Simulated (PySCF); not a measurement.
FO2V, multiplicity 1.

```xyz
4

V     -0.0476    -0.1867     0.0000
O     -0.8687     0.1814     1.2893
O     -0.8687     0.1814    -1.2893
F      1.6660     0.1545     0.0000
```

Geometry: B3LYP-D3(BJ)/def2-SVP. The spin state was assumed, not searched.

Level of theory: PBE0/pcSseg-2 (PySCF). Non-relativistic, no solvent.

Computed absolute GIAO shielding of each atom: isotropic value and principal components (ppm):
```json
[
 {"atom": "V1", "σ(iso)": "-1810.0", "σ11": "-2542.8", "σ22": "-1600.7", "σ33": "-1286.6", "span": "1256.2"},
 {"atom": "O2", "σ(iso)": "-1263.0", "σ11": "-2676.9", "σ22": "-950.8", "σ33": "-161.4", "span": "2515.5"},
 {"atom": "O3", "σ(iso)": "-1263.0", "σ11": "-2676.8", "σ22": "-950.7", "σ33": "-161.4", "span": "2515.5"},
 {"atom": "F4", "σ(iso)": "-60.4", "σ11": "-473.2", "σ22": "64.3", "σ33": "227.6", "span": "700.8"}
]
```
